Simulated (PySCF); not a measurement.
# The second ionisation energy along the 5p block

All values are computed (PySCF 2.14, energy differences of UHF-based or UKS calculations, no spin-orbit coupling). Values in eV. The last column holds reference values (NIST; (s) semi-empirical, (t) theoretical, else measured). Unmarked ones compare directly (S terms, centres of terms, or small fine structure); those marked * lie between the lowest fine-structure levels and include a spin-orbit shift.

```tsv
element	configurations	UHF	B3LYP	MP2 (valence)	SCS-MP2 (valence)	CCSD (valence)	CCSD(T) (valence)	reference
Sn (def2-TZVP with the def2 core potential (28 electrons), ECP)	[Kr] 4d10 5s2 5p1 → [Kr] 4d10 5s2	13.750	14.320	13.946	13.933	14.009	14.027	14.282
Sb (def2-TZVP with the def2 core potential (28 electrons), ECP)	[Kr] 4d10 5s2 5p2 → [Kr] 4d10 5s2 5p1	16.009	16.509	16.318	16.255	16.353	16.375	16.626 ± 0.025 *
I (def2-TZVP with the def2 core potential (28 electrons), ECP)	[Kr] 4d10 5s2 5p4 → [Kr] 4d10 5s2 5p3	17.688	18.915	18.285	18.344	18.413	18.435	18.750
Xe (def2-TZVP with the def2 core potential (28 electrons), ECP)	[Kr] 4d10 5s2 5p5 → [Kr] 4d10 5s2 5p4	20.077	21.195	20.772	20.769	20.793	20.820	20.975 (s) *
```

"Valence" correlates the outer s and p shells and, in groups 3 to 12 and the f block, the outer d or f shell, open or full, or the next shell where the ion has no valence electron left; the wider scheme adds the next inner shell.
